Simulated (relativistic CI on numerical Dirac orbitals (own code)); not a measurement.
## Electric-dipole lines of Tm¹⁴⁺

Computed by Dirac-Coulomb-Breit CI, KLI orbitals optimised for each configuration, QED by a radiative potential, unscaled Slater integrals (own radial code, finite nucleus).

CI space (outside the closed core [Ar] 3d10): 4s2.4p6.4d10.4f9, 4s2.4p6.4d10.4f7.5s2, 4s2.4p6.4d10.4f8.5p, 4s2.4p6.4d10.4f7.5s.5p, 4s2.4p6.4d9.4f10, 4s2.4p6.4d10.4f8.6p, 4s2.4p5.4d10.4f10, 4s.4p6.4d10.4f10, 4p6.4d10.4f11. Levels of other configurations are missing.

```tsv
λ vac (Å)	Lower	Upper	A (s⁻¹)	E lower (cm⁻¹)	E upper (cm⁻¹)
409.60	4s2.4p6.4d10.4f7.5s2 8S°_7/2 [1]	4s2.4p6.4d10.4f7.5s.5p 8P_7/2 [326]	1.57e+08	0.0	244140.7
424.07	4s2.4p6.4d10.4f7.5s2 8S°_7/2 [1]	4s2.4p6.4d10.4f7.5s.5p 6P_7/2 [307]	1.31e+09	0.0	235809.1
430.07	4s2.4p6.4d10.4f7.5s2 8S°_7/2 [1]	4s2.4p6.4d10.4f7.5s.5p 8P_5/2 [298]	1.86e+09	0.0	232519.3
484.99	4s2.4p6.4d10.4f7.5s2 6P°_5/2 [3]	4s2.4p6.4d10.4f7.5s.5p 8D_7/2 [395]	5.81e+08	57762.3	263951.6
491.24	4s2.4p6.4d10.4f7.5s2 6P°_7/2 [2]	4s2.4p6.4d10.4f7.5s.5p 8P_9/2 [380]	6.95e+08	55938.2	259504.4
491.27	4s2.4p6.4d10.4f7.5s2 6I°_7/2 [5]	4s2.4p6.4d10.4f7.5s.5p 8I_7/2 [399]	5.14e+08	61879.9	265432.4
493.88	4s2.4p6.4d10.4f7.5s2 6I°_9/2 [7]	4s2.4p6.4d10.4f7.5s.5p 8I_7/2 [399]	4.97e+08	62952.6	265432.4
496.06	4s2.4p6.4d10.4f7.5s2 6I°_17/2 [6]	4s2.4p6.4d10.4f7.5s.5p 8I_19/2 [396]	1.06e+09	62833.5	264421.0
497.47	4s2.4p6.4d10.4f7.5s2 6P°_7/2 [2]	4s2.4p6.4d10.4f7.5s.5p 8D_9/2 [369]	2.61e+08	55938.2	256957.0
498.63	4s2.4p6.4d10.4f7.5s2 6I°_7/2 [5]	4s2.4p6.4d10.4f7.5s.5p 8I_5/2 [388]	9.56e+08	61879.9	262430.5
499.69	4s2.4p6.4d10.4f7.5s2 6P°_5/2 [3]	4s2.4p6.4d10.4f7.5s.5p 8F_7/2 [374]	3.92e+08	57762.3	257885.4
500.97	4s2.4p6.4d10.4f7.5s2 8S°_7/2 [1]	4s2.4p6.4d10.4f7.5s.5p 10P_9/2 [246]	9.44e+08	0.0	199611.8
530.10	4s2.4p6.4d10.4f7.5s2 6I°_17/2 [6]	4s2.4p6.4d10.4f7.5s.5p 8H_17/2 [354]	9.34e+07	62833.5	251476.6
531.34	4s2.4p6.4d10.4f7.5s2 6P°_7/2 [2]	4s2.4p6.4d10.4f7.5s.5p 8P_7/2 [326]	1.83e+08	55938.2	244140.7
533.36	4s2.4p6.4d10.4f7.5s2 6I°_15/2 [9]	4s2.4p6.4d10.4f7.5s.5p 8H_17/2 [354]	1.05e+08	63986.3	251476.6
534.65	4s2.4p6.4d10.4f7.5s2 6I°_9/2 [7]	4s2.4p6.4d10.4f7.5s.5p 8K_11/2 [347]	9.03e+07	62952.6	249989.2
535.43	4s2.4p6.4d10.4f7.5s2 6I°_13/2 [10]	4s2.4p6.4d10.4f7.5s.5p 8I_15/2 [352]	1.16e+08	64156.6	250923.2
535.78	4s2.4p6.4d10.4f7.5s2 6I°_11/2 [8]	4s2.4p6.4d10.4f7.5s.5p 8I_13/2 [349]	1.07e+08	63761.6	250405.0
537.74	4s2.4p6.4d10.4f7.5s2 6I°_11/2 [8]	4s2.4p6.4d10.4f7.5s.5p 8K_9/2 [345]	1.23e+08	63761.6	249723.7
552.02	4s2.4p6.4d10.4f7.5s2 8S°_7/2 [1]	4s2.4p6.4d10.4f7.5s.5p 10P_7/2 [218]	2.00e+08	0.0	181152.5
```

Terms are leading LS components. Brackets give the number of a level in order of energy, since labels repeat. The list gives strong lines, with weight on those to low levels, without lines whose two gauges differ by over a factor of 2.5, among the lowest 400 of 9560 levels, so that lines to higher ones, which can be the strongest, are missing. Levels whose partners in the same complex of configurations lie outside the list can be far off, and so can their lines. Rates are taken at the computed energies, electric ones in the length gauge.

At this charge energies of transitions that change n are usually good to better than 1 %, and those within a shell (Δn = 0) to a few per cent. Terms inside the open d or f shell come out 10 to 20 % too wide with unscaled integrals. Levels and lines within the n = 5 or 6 shells can be off by up to 10 % or somewhat more, and those that change n by about 2 %, since core polarisation is missing. The computed lowest level isn't the tabulated ground level, which NIST ASD gives as 4f9 6H°15/2.

LS names give the leading component of a level, which can be under half, so a name can repeat, a term be missing and a line seem to break the LS rules.
